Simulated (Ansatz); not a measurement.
Two members of one family (Dimethylphenylsulfonium salts), computed with Ansatz in the gas phase. The two geometries come from different levels. Binding counts from free atoms in the multiplicity of their measured ground term, without zero-point energy. Sets without diffuse functions give affinities that are too small. A dash marks a value that wasn't run or was left out as unsound. The structures are stationary points that may keep the symmetry of their start. Remarks come from the PBE and PBE0 runs and from stability tests at other levels; not every state was tested. A HOMO above zero means that the electron is unbound at that level and held by the basis, or that self-interaction error raises the level; the energy of removing that electron tells which. HOMO above LUMO (over both spins in singlets and doublets, within one spin in higher multiplets; at PBE or PBE0), or a gap under 0.15 eV within one spin, warns that the state may not be the lowest or that an electron is smeared out.

First: dimethylphenylsulfonium chloride (singlet, charge 0, r2SCAN-D4/def2-SVP geometry).

```xyz
21

C     2.0350   -0.6047    1.1595
S     0.3434   -1.2444    1.0139
C     0.4284   -2.3499   -0.4208
C    -0.3831    0.2306    0.1262
C    -1.5223    0.7597    0.7397
C    -2.1654    1.8700    0.1819
C    -1.6671    2.4477   -0.9887
C    -0.5273    1.9160   -1.6028
C     0.1187    0.8069   -1.0474
H     2.0010    0.1590    1.9491
H     2.6283   -1.4718    1.4810
H     2.3593   -0.1626    0.2080
H     0.9823   -3.2261   -0.0560
H    -0.6106   -2.6101   -0.6662
H     0.9093   -1.8418   -1.2676
H    -1.9053    0.2992    1.6574
H    -3.0561    2.2815    0.6634
H    -2.1682    3.3158   -1.4270
H    -0.1372    2.3674   -2.5197
H     1.0091    0.4075   -1.5430
Cl    1.3278   -3.3496    2.3590
```

```
              level  HOMO (eV)  LUMO (eV)  gap (eV)  vertical IE (eV)  vertical EA (eV)  vertical triplet (eV)  binding per atom (eV)
    PBE-D4/def2-SVP      -4.24      -2.22      2.03                 –                 –                      –                   4.51
   PBE-D4/def2-TZVP      -4.82      -2.39      2.43              8.05              0.14                   3.72                   4.48
r2SCAN-D4/def2-TZVP      -5.08      -2.26      2.82                 –                 –                      –                   4.36
   PBE0-D4/def2-SVP      -5.50      -1.41      4.09                 –                 –                      –                   4.43
  PBE0-D4/def2-TZVP      -6.02      -1.56      4.47              8.08              0.08                   4.04                   4.39
```

Remarks: gap within one spin near zero at PBE or PBE0 (+1 doublet), HOMO above zero (-1 doublet), gap within one spin near zero at PBE or PBE0 (triplet).

Second: dimethylphenylsulfonium bromide (singlet, charge 0, PBE-D4/def2-SVP geometry).

```xyz
21

C    -1.712   -1.670    0.419
S    -1.548    0.142    0.526
C    -2.026    0.701   -1.142
C     0.316    0.223    0.272
C     0.993    0.941    1.267
C     2.389    1.082    1.198
C     3.100    0.502    0.138
C     2.417   -0.217   -0.857
C     1.023   -0.360   -0.794
H    -1.358   -2.061    1.392
H    -2.800   -1.846    0.312
H    -1.100   -2.068   -0.410
H    -3.123    0.551   -1.176
H    -1.775    1.777   -1.183
H    -1.471    0.139   -1.914
H     0.425    1.395    2.095
H     2.921    1.646    1.980
H     4.194    0.611    0.083
H     2.974   -0.671   -1.690
H     0.504   -0.927   -1.583
Br   -4.342    0.111    1.067
```

Question: Estimate how these quantities change from the first to the second (second minus first).

Answer: 
| level | Δ HOMO (eV) | Δ LUMO (eV) | Δ gap (eV) | Δ vertical IE (eV) | Δ vertical EA (eV) | Δ vertical triplet (eV) | Δ binding per atom (eV) |
| --- | --- | --- | --- | --- | --- | --- | --- |
| PBE-D4/def2-SVP | 0.01 | -0.11 | -0.12 | – | – | – | -0.01 |
| PBE-D4/def2-TZVP | 0.15 | -0.09 | -0.24 | -0.29 | 0.12 | -0.16 | -0.02 |
| r2SCAN-D4/def2-TZVP | 0.17 | -0.09 | -0.27 | – | – | – | -0.02 |
| PBE0-D4/def2-SVP | 0.13 | -0.12 | -0.25 | – | – | – | -0.01 |
| PBE0-D4/def2-TZVP | 0.27 | -0.10 | -0.36 | -0.34 | 0.12 | -0.13 | -0.02 |

Remarks: gap within one spin near zero at PBE or PBE0 (+1 doublet), HOMO above zero (-1 doublet), gap within one spin near zero at PBE or PBE0 (triplet).
